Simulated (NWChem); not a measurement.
All runs are NWChem calculations. System: C$_{6}$F$_{6}$, charge 1, spin multiplicity 2, at the geometry of a parent with another charge or spin, in a state set for the comparison that need not be this species' ground state. Its SCF solution wasn't tested for a lower state. Level: UB2PLYP/def2-SVP, 12 core orbitals frozen.

Input file:

```
start mol
memory heap 200 mb stack 900 mb global 1100 mb
charge 1
geometry units angstroms nocenter noautoz
  F      2.713018     0.000000     0.000000
  C      1.394090     0.000000     0.000000
  C      0.697043     0.000000     1.207326
  F      1.356516     0.000000     2.349545
  C     -0.697043     0.000000     1.207326
  F     -1.356516     0.000000     2.349545
  C     -1.394090     0.000000     0.000000
  F     -2.713018     0.000000     0.000000
  C     -0.697043     0.000000    -1.207326
  F     -1.356516     0.000000    -2.349545
  C      0.697043     0.000000    -1.207326
  F      1.356516     0.000000    -2.349545
  symmetry group D2h
end
basis spherical
  * library def2-svp
end
dft
  xc hfexch 0.53 becke88 0.47 lyp 0.73 mp2 0.27
  dftmp2
  odft
  mult 2
  semidirect memsize 60000000 filesize 0
  iterations 100
end
mp2
  freeze core 12
end
task dft energy
```

NWChem printed:

```
             Northwest Computational Chemistry Package (NWChem) 7.3.0
             --------------------------------------------------------

                                NWChem Input Module
                                -------------------

 Scaling coordinates for geometry "geometry" by  1.889725989
 (inverse scale =  0.529177249)

 Turning off AUTOSYM since
 SYMMETRY directive was detected!

                             Geometry "geometry" -> ""
                             -------------------------

 Output coordinates in angstroms (scale by  1.889725989 to convert to a.u.)

  No.       Tag          Charge          X              Y              Z
 ---- ---------------- ---------- -------------- -------------- --------------
    1 F                    9.0000     2.71301800     0.00000000     0.00000000
    2 C                    6.0000     1.39409000     0.00000000     0.00000000
    3 C                    6.0000     0.69704300     0.00000000     1.20732600
    4 F                    9.0000     1.35651600     0.00000000     2.34954500
    5 C                    6.0000    -0.69704300     0.00000000     1.20732600
    6 F                    9.0000    -1.35651600     0.00000000     2.34954500
    7 C                    6.0000    -1.39409000     0.00000000     0.00000000
    8 F                    9.0000    -2.71301800     0.00000000     0.00000000
    9 C                    6.0000    -0.69704300     0.00000000    -1.20732600
   10 F                    9.0000    -1.35651600     0.00000000    -2.34954500
   11 C                    6.0000     0.69704300     0.00000000    -1.20732600
   12 F                    9.0000     1.35651600     0.00000000    -2.34954500

 Effective nuclear repulsion energy (a.u.)     735.5071676209

            Nuclear Dipole moment (a.u.)
            ----------------------------
        X                 Y               Z
 ---------------- ---------------- ----------------
    -0.0000000000     0.0000000000     0.0000000000

      Symmetry information
      --------------------

 Group name             D2h
 Group number             26
 Group order               8
 No. of unique centers     4

      Symmetry unique atoms

     1    2    3    4


 Summary of "ao basis" -> "" (spherical)
 ------------------------------------------------------------------------------
       Tag                 Description            Shells   Functions and Types
 ---------------- ------------------------------  ------  ---------------------
 *                          def2-svp                  on all atoms

  dft_input: which_mp2 not specified, using semidirect MP2 by default.

                                 NWChem DFT Module
                                 -----------------

 Summary of "ao basis" -> "ao basis" (spherical)
 ------------------------------------------------------------------------------
       Tag                 Description            Shells   Functions and Types
 ---------------- ------------------------------  ------  ---------------------
 F                          def2-svp                 6       14   3s2p1d
 C                          def2-svp                 6       14   3s2p1d

 Summary of "ao basis" -> "ao basis" (spherical)
 ------------------------------------------------------------------------------
       Tag                 Description            Shells   Functions and Types
 ---------------- ------------------------------  ------  ---------------------
 F                          def2-svp                 6       14   3s2p1d
[...]
 EAF : mp2_eaftype filesize         137   17988127.
  mp2_eaf for mointskh                    137
Node 0 wrote     84.5 Mb in      0.0 s     Agg I/O rate:  2082.0 Mb/s
 Done moints_semi at       62.6s
  mp2_eaftype                   137  avail_ma_in_mb                   385
 EAF : mp2_eaftype filesize         137   17988127.
  mp2_eaf for kh                   137
 Done maket at       63.3s
 Semi-direct pass number   5 of   5  for UHF alpha       at       63.3s
  vrange nnbf                 12273
  mp2_eaftype                   137  avail_ma_in_mb                   386
 EAF : mp2_eaftype filesize         137   17988127.
  mp2_eaf for mointskh                    137
Node 0 wrote     60.4 Mb in      0.0 s     Agg I/O rate:  2505.0 Mb/s
 Done moints_semi at       78.4s
  mp2_eaftype                   137  avail_ma_in_mb                   385
 EAF : mp2_eaftype filesize         137   17988127.
  mp2_eaf for kh                   137
 Done maket at       78.8s
 Done multipass loop at       78.8s

 GA uses MA = F    GA memory limited = T

 Available:
  local mem=  4.43D+07
 global mem=  1.44D+08
 local disk=  0.00D+00
  mp2_memr nvloc                   124
  nvloc new                   124
   1 passes of  32:        3145728                     158760                 165625771.
   1 passes of  32: M     44316282           G      144122752           F      41170554.
  mp2_memr nvloc                   124
  nvloc new                   124
   2 passes of  16:        3145728                     108168                  82837022.
   2 passes of  16: M     44316282           G      144122752           F      41170554.
  mp2_memr nvloc                   124
  nvloc new                   124
   3 passes of  11:        3145728                      92358                  56965538.
   3 passes of  11: M     44316282           G      144122752           F      41170554.
  mp2_memr nvloc                   124
  nvloc new                   124
   4 passes of   8:        3145728                      82872                  41442648.
   4 passes of   8: M     44316282           G      144122752           F      41170554.
  mp2_memr nvloc                   124
  nvloc new                   124
   5 passes of   7:        3145728                      79710                  36268351.
   5 passes of   7: M     44316282           G      144122752           F      41170554.

 Semi-direct pass number   1 of   5  for UHF beta        at       79.2s
  vrange nnbf                 12273
  mp2_eaftype                   138  avail_ma_in_mb                   386
 EAF : mp2_eaftype filesize         138   18134175.
  mp2_eaf for mointskh                    138
Node 0 wrote     85.2 Mb in      0.0 s     Agg I/O rate:  1993.3 Mb/s
 Done moints_semi at       94.1s
  mp2_eaftype                   138  avail_ma_in_mb                   385
 EAF : mp2_eaftype filesize         138   18134175.
  mp2_eaf for kh                   138
 Done maket at       94.7s
 Semi-direct pass number   2 of   5  for UHF beta        at       94.7s
  vrange nnbf                 12273
  mp2_eaftype                   138  avail_ma_in_mb                   386
 EAF : mp2_eaftype filesize         138   18134175.
  mp2_eaf for mointskh                    138
Node 0 wrote     85.2 Mb in      0.0 s     Agg I/O rate:  1982.4 Mb/s
 Done moints_semi at      109.8s
  mp2_eaftype                   138  avail_ma_in_mb                   385
 EAF : mp2_eaftype filesize         138   18134175.
  mp2_eaf for kh                   138
 Done maket at      110.5s
 Semi-direct pass number   3 of   5  for UHF beta        at      110.5s
  vrange nnbf                 12273
  mp2_eaftype                   138  avail_ma_in_mb                   386
 EAF : mp2_eaftype filesize         138   18134175.
  mp2_eaf for mointskh                    138
Node 0 wrote     85.2 Mb in      0.0 s     Agg I/O rate:  2108.7 Mb/s
 Done moints_semi at      125.4s
  mp2_eaftype                   138  avail_ma_in_mb                   385
 EAF : mp2_eaftype filesize         138   18134175.
  mp2_eaf for kh                   138
 Done maket at      126.0s
 Semi-direct pass number   4 of   5  for UHF beta        at      126.0s
  vrange nnbf                 12273
  mp2_eaftype                   138  avail_ma_in_mb                   386
 EAF : mp2_eaftype filesize         138   18134175.
  mp2_eaf for mointskh                    138
Node 0 wrote     85.2 Mb in      0.0 s     Agg I/O rate:  1990.9 Mb/s
 Done moints_semi at      140.4s
  mp2_eaftype                   138  avail_ma_in_mb                   385
 EAF : mp2_eaftype filesize         138   18134175.
  mp2_eaf for kh                   138
 Done maket at      141.0s
 Semi-direct pass number   5 of   5  for UHF beta        at      141.0s
  vrange nnbf                 12273
  mp2_eaftype                   138  avail_ma_in_mb                   386
 EAF : mp2_eaftype filesize         138   18134175.
  mp2_eaf for mointskh                    138
Node 0 wrote     48.7 Mb in      0.0 s     Agg I/O rate:  2471.3 Mb/s
 Done moints_semi at      153.2s
  mp2_eaftype                   138  avail_ma_in_mb                   385
 EAF : mp2_eaftype filesize         138   18134175.
  mp2_eaf for kh                   138
 Done maket at      153.5s
 Done multipass loop at      153.5s

          -------------------------------------------
          DFT energy                    -825.352091655924
          Unscaled MP2 energy             -2.227183348985
          Total DFT+MP2 energy          -825.953431160150
          -------------------------------------------

 -----------------------
 Performance information
 -----------------------

 Timer overhead =  2.62D-07 seconds/call

               Nr. of calls         CPU time (s)                 Wall time (s)                GFlops
             ---------------    -------------------     ------------------------------   -------------------
Name         Min   Avg   Max    Min     Avg     Max     Min     Avg     Max   Mx/calls   Min     Max     Sum
mp2: moin    10    10    10   1.42E+2 1.42E+2 1.42E+2  1.42E+2 1.42E+2 1.42E+2  14.      0.0     0.0     0.0
mp2: make    10    10    10    5.9     5.9     5.9      5.9     5.9     5.9    0.59      0.0     0.0     0.0
mp2: tota     1     1     1   1.48E+2 1.48E+2 1.48E+2  1.48E+2 1.48E+2 1.48E+2 1.48E+2   0.0     0.0     0.0

 The average no. of pstat calls per process was 2.10D+01
 with a timing overhead of 5.49D-06s

 Task  times  cpu:      153.4s     wall:      153.4s

 Total times  cpu:      153.5s     wall:      153.5s
```
